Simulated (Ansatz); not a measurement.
Reaction (formal hydrolysis of the Si–N bond): `C=N[SiH2]S` + H₂O → `O[SiH2]S` + `C=N`

Program: Ansatz. Geometries: PBE0-D4/def2-TZVP. ΔE: electronic, gas phase. CCSD(T)/CBS adds triple-zeta CCSD(T) − MP2 to the extrapolated MP2 energy (def2 sets, frozen cores). This one scheme is used for every species. Functionals use def2-TZVPP. B3LYP here is the variant with VWN-RPA as its local correlation; programs differ in this. HSE06 is defined as in plane-wave codes. One conformer a species, not always the lowest.

| level | ΔE (kJ/mol) |
| --- | --- |
| revPBE-D4 | -51.0 |
| BLYP-D4 | -56.0 |
| HSE06-D4 | -55.0 |
| B3LYP | -63.4 |
| LC-ωPBE | -61.5 |
| MP2/def2-TZVPP | -56.5 |
| CCSD/def2-TZVPP | -61.7 |
| HF/CBS(def2) | -67.5 |

(1) What does CCSD(T)/CBS give? (Best estimate.)

(2) What do rigid-rotor, harmonic-oscillator terms from PBE0-D4/def2-TZVP frequencies (298.15 K, 1 bar) make of the CCSD(T)/CBS value? (Best estimate.)

Largest T1 diagnostic among the species: 0.013.

## Answers

(1) Computed: -56.9 kJ/mol. The listed levels differ from it by 5.9, 0.9, 1.9, -6.5, -4.6, 0.4, -4.8, -10.6 kJ/mol.

(2) The calculation gave: ΔZPE = +5.8 kJ/mol, ΔH = -53.9 kJ/mol, ΔS = 9 J/(mol·K), ΔG = -56.4 kJ/mol.

In def2-TZVPP, CCSD(T) changes the Hartree–Fock value by +7.8 kJ/mol (the triples alone add +1.7 kJ/mol) and MP2 by +11.3 kJ/mol. Leaving LDA and LC-ωPBE aside and taking each functional with its dispersion term where it has one, the values, not all of them listed here, spread over 10.7 kJ/mol, from B2PLYP to revPBE-D4.
